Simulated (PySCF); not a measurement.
Si(H)2(F)(NMe2) (C2H8FNSi), SMILES CN(C)[SiH2]F.

The structure is a stationary point at B3LYP-D3(BJ)/def2-SVP. The structure was generated by enumeration, and PubChem lists no compound with its InChIKey, so it may never have been made. The values are those of a single conformer.

Method: PBE/def2-TZVP (PySCF).

Isolated molecule, no solvent.

### Question
Estimate the frontier levels, gap, dipole moment and polarisability. (Estimate from the structure and the level; the computed values follow.)

### Answer

- highest occupied level = -5.56 eV
- lowest empty level = -0.10 eV
- orbital gap = 5.46 eV
- dipole moment = 2.06 D
- quadrupole, principal values (traceless, Buckingham form, about the centre of nuclear charge) = -5.25, 1.97, 3.29 D·Å
- mean static polarisability = 60.7 bohr³ (8.99 Å³)
- polarisability, principal values = 51.5, 61.3, 69.2 bohr³
